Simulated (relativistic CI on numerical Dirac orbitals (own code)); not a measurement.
**Tc¹⁸⁺: sensitivity of the levels to the model**

Base calculation: Dirac-Coulomb-Breit CI, orbitals from a KLI potential per configuration, model QED (radiative potential, 1s self-energy scaled to tabulated hydrogen-like ionisation energies), unscaled Slater integrals.

Configuration list (outside the closed core [Ne]): 3s2 3p6 3d7, 3s2 3p5 3d8, 3s2 3p4 3d9, 3s 3p6 3d8, 3p6 3d9, 3s2 3p6 3d6 4s, 3s 3p5 3d9, 3s2 3p6 3d6 4p, 3s2 3p6 3d6 4d, 3s2 3p6 3d6 4f, 3s2 3p6 3d5 4s2, 3s2 3p5 3d7 4s, 3s2 3p4 3d8 4s, 3s2 3p6 3d5 4s 4p, 3s2 3p4 3d8 4p, 3s2 3p5 3d7 4p, 3s2 3p6 3d6 5s, 3s2 3p6 3d5 4p2, 3s2 3p6 3d6 5p, 3s2 3p6 3d5 4s 4d, 3s2 3p4 3d8 4d, 3s 3p5 3d8 4s, 3s2 3p6 3d6 5d, 3s2 3p6 3d5 4p 4d, 3s 3p6 3d7 4s, 3s2 3p6 3d6 5f, 3s 3p5 3d8 4p, 3s2 3p5 3d6 4s2, 3s2 3p6 3d6 5g, 3s2 3p6 3d6 6s, 3s 3p6 3d7 4p, 3s2 3p6 3d6 6p, 3p6 3d8 4s, 3s2 3p6 3d6 6d. Levels of other configurations are missing.

The lowest level and the first level of each name with at least 55 % of one term (blank where a level has no safe partner in the second run):

```
               Level  Base (cm⁻¹)  Shift (cm⁻¹)
  3s2 3p6 3d7 4F_9/2            0             0
  3s2 3p6 3d7 4F_7/2        25071        -25071
  3s2 3p6 3d7 4F_5/2        35102        -35102
  3s2 3p6 3d7 4F_3/2        39809        -39809
  3s2 3p6 3d7 4P_5/2        66217        -15941
  3s2 3p6 3d7 2G_9/2        69337        -14020
  3s2 3p6 3d7 4P_1/2        77030        -26753
  3s2 3p6 3d7 2G_7/2        90411        -35094
 3s2 3p6 3d7 2H_11/2        95297        -18681
  3s2 3p6 3d7 2D_5/2       101083        -27774
  3s2 3p6 3d7 2P_1/2       112456        -48147
  3s2 3p6 3d7 2H_9/2       121091        -44475
  3s2 3p6 3d7 2D_3/2       139813        -66504
  3s2 3p6 3d7 2F_5/2       142827        -19373
  3s2 3p6 3d7 2F_7/2       156501        -33048
3s2 3p5 3d8 4G°_11/2      1254443        -38432
 3s2 3p5 3d8 2F°_7/2      1295928              
 3s2 3p5 3d8 2D°_5/2      1300109              
 3s2 3p5 3d8 4G°_9/2      1302967        -86957
 3s2 3p5 3d8 2D°_3/2      1353166        -92893
 3s2 3p5 3d8 2S°_1/2      1357643        -64347
 3s2 3p5 3d8 4D°_1/2      1413144       -116533
```

At this charge energies of transitions that change n are usually good to better than 1 %, and those within a shell (Δn = 0) to a few per cent. Terms inside the open d or f shell come out 10 to 20 % too wide with unscaled integrals.

**Question.** One thing was changed in a second run, which moved the levels as shown. Which?
A. P86 correlation estimate
B. non-relativistic limit
C. configuration mixing switched off
D. QED terms removed
E. Breit term removed
F. one mean potential for all configurations

**Answer.** B. Non-relativistic limit. Without relativity the fine structure collapses and s electrons lose their extra binding.

LS names give the leading component of a level, which can be under half, so a name can repeat, a term be missing and a line seem to break the LS rules.
